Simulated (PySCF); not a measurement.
## Identify the compound

An unknown has the formula C2F4O. Its calculated NMR data are:

¹³C{¹H} NMR (computed): δ 158.4 (C), 123.9 (C).

Calculated, not measured (PySCF 2.14.0 with density-fitted response routines): shieldings: GIAO B97-2/pcSseg-2, structure optimised with PBE0-D3(BJ)/def2-TZVP. No solvent, a single conformation, one averaged value for each set of equivalent atoms, no relativistic terms.

Shifts are taken against calculated references (same method and geometry level): ¹³C vs TMS.

Task: What is the structure?

Result: 
1. Rings plus π bonds: 1 (no ring in the answer).
2. 2 carbon signals for 2 carbons: no two carbons are equivalent.
3. Carbon types of the structure: 2 × C.
4. δC 158.4: carbonyl carbon.
5. δC 123.9: CF3 carbon; 3 electronegative neighbours deshield it.

The compound is SMILES C(=O)(F)C(F)(F)F.

The data come from this structure; uniqueness wasn't tested.

Splittings by ¹⁹F in the carbon and heteronuclear signals aren't shown, as no couplings were computed. Shifts are as computed. Against solution values, carbons near 30 ppm lie about +3 ppm off and those near 130 ppm about +7 ppm. Of 1211 compounds with measured shifts, 218 miss one by over three times the rms of a fit or turn the order of signals round; such compounds aren't used in these exercises.
